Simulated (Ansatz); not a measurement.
Consider the formal exchange of groups at the Hf–F bond: `[F][Hf]([F])([Cl])[Cl]` + `CCCCNC(C)C` → `CC(C)[NH][Hf]([F])([Cl])[Cl]` + `CCCCF`.

Calculated with Ansatz (gas phase, PBE0-D4/def2-TZVP geometries, no zero-point term in ΔE). CCSD(T)/CBS is the MP2 limit (def2-TZVPP, def2-QZVPP) plus CCSD(T) − MP2 in def2-TZVPP, frozen cores. DFT in def2-TZVPP. def2 core potentials past Kr. For Hf outer-core shells are correlated without core-valence functions, which leaves a few kJ/mol of doubt a bond. One conformer a species, not always the lowest.

`[F][Hf]([F])([Cl])[Cl]`:

```xyz
5

F     1.160   -0.075    1.552
Hf   -0.003    0.051    0.072
F    -1.230    1.444    0.399
Cl    1.232    0.538   -1.844
Cl   -1.159   -1.958   -0.179
```

`CCCCNC(C)C`:

```xyz
25

C    -2.179   -1.857   -0.282
C    -2.182   -0.817   -1.391
C    -0.803   -0.430   -1.921
C    -0.021    0.566   -1.079
N     0.356    0.034    0.213
C     1.030    0.960    1.109
C     2.369    1.483    0.594
C     1.196    0.294    2.463
H    -3.198   -2.114    0.017
H    -1.692   -2.778   -0.616
H    -1.640   -1.492    0.593
H    -2.778   -1.197   -2.229
H    -2.694    0.089   -1.045
H    -0.917    0.014   -2.916
H    -0.199   -1.335   -2.068
H     0.842    0.914   -1.673
H    -0.645    1.451   -0.902
H     0.924   -0.799    0.092
H     0.352    1.815    1.227
H     2.807    2.196    1.298
H     2.266    1.990   -0.368
H     3.078    0.658    0.468
H     0.232   -0.043    2.847
H     1.852   -0.580    2.382
H     1.645    0.977    3.187
```

`CC(C)[NH][Hf]([F])([Cl])[Cl]`:

```xyz
16

C     1.830    0.214    0.823
C     0.730   -0.541    0.095
C     0.612   -0.091   -1.351
N    -0.555   -0.377    0.765
Hf   -2.301    0.358    0.125
F    -1.992    1.986   -0.807
Cl   -3.279   -1.178   -1.369
Cl   -3.612    0.652    2.048
H     2.798    0.048    0.344
H     1.621    1.287    0.819
H     1.909   -0.112    1.863
H     0.985   -1.610    0.095
H    -0.161   -0.655   -1.882
H     1.551   -0.250   -1.883
H     0.376    0.977   -1.411
H    -0.513   -0.709    1.724
```

`CCCCF`:

```xyz
14

C     1.282    1.445    0.254
C    -0.050    0.715    0.262
C     0.067   -0.723   -0.214
C    -1.246   -1.461   -0.235
F    -2.117   -0.871   -1.140
H     2.010    0.949    0.903
H     1.707    1.475   -0.753
H     1.176    2.475    0.599
H    -0.767    1.243   -0.374
H    -0.471    0.725    1.274
H     0.504   -0.752   -1.219
H     0.751   -1.280    0.438
H    -1.732   -1.437    0.746
H    -1.115   -2.503   -0.541
```

| level | ΔE (kJ/mol) |
| --- | --- |
| r2SCAN0-D4 | 100.0 |
| B2PLYP | 98.3 |
| r2SCAN | 99.9 |
| HF/def2-TZVPP | 94.8 |

(1) What does CCSD(T)/CBS give? (An estimate is asked.)

Largest T1 diagnostic among the species: 0.015.

## Answers

(1) Computed: +97.4 kJ/mol. The listed levels differ from it by 2.6, 0.9, 2.5, -2.6 kJ/mol.

Leaving LDA and LC-ωPBE aside and taking each functional with its dispersion term where it has one, the values, not all of them listed here, spread over 13.2 kJ/mol, from BHLYP-D4 to revPBE-D4. At CCSD(T), def2-SVP lies +5.0 kJ/mol from the extrapolated value and def2-TZVPP −2.4 kJ/mol.
